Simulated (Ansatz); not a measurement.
Correlation energies of `O[SiH]([AlH2])CF` by basis set

Z-matrix (Å, degrees):
```
Si
Al 1 2.480
C 1 1.899 2 109.4
O 1 1.658 2 112.9 3 125.6
H 1 1.489 2 111.2 3 -117.0
H 2 1.590 1 121.5 3 65.7
H 2 1.593 1 119.8 3 -114.3
F 3 1.390 1 112.0 2 -173.0
H 3 1.097 1 111.8 2 66.0
H 3 1.098 1 109.6 2 -52.9
H 4 0.957 1 117.9 2 -40.4
```

Total charge 0; spin multiplicity 1. Geometry: relaxed with PBE0-D4/def2-TZVP. It is one conformer, not always the lowest. Frozen core, restricted reference, Ansatz 0.2.0. CBS rows extrapolate triple and quadruple zeta; past MP2 they add the triple-zeta difference.

| basis | HF (Eh) | MP2 corr. |
| --- | --- | --- |
| def2-TZVPP | -746.64040 | -0.85907 |
| def2-QZVPP | -746.66667 | -0.93004 |

(1) Estimate the CCSD correlation energy and the (T) correction in each basis where they were run (hartree).

Answers

(1) 
```csv
basis,CCSD corr.,(T)
def2-TZVPP,-0.90471,-0.03038
CBS(def2),-1.02825,as TZ
```
